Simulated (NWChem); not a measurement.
# Atomisation of GeS

```
Ge
S 1 2.0433
```
Charge 0, spin multiplicity 1.

The numbers come from NWChem runs, not from measurements. All single points use one geometry, from PBE/def2-SVP, a minimum by its harmonic frequencies.

Basis set: def2-TZVP. The atomisation energy is electronic alone: no zero-point, thermal, spin-orbit or counterpoise terms. No value is extrapolated to the basis-set limit. Free atoms are single determinants with multiplicities Ge 3, S 3. Correlated methods freeze the same cores in atoms and molecule, 14 orbitals in all.

| method | atomisation energy (kcal/mol) |
|---|---|
| BP86 | 138.2 |
| CCSD(T) | 127.0 |
| PBE | 138.4 |
| PBE0 | 130.2 |
| TPSS | 134.2 |
| B3LYP | 129.8 |
| HF | 74.5 |
| LC-wPBE (omega 0.3 per bohr) | 125.7 |
| MP2 | 132.2 |

The values span 63.9 kcal/mol, from HF (lowest) to PBE (highest). 

The Hamiltonian is non-relativistic. B3LYP has NWChem's definition, with VWN1-RPA local correlation. The structure started from a generated list of species. The stability of the SCF solutions was not checked. Open-shell Hartree-Fock references start from PBE0 orbitals. No row is a measurement; the coupled-cluster row has its own basis-set and correlation limits.
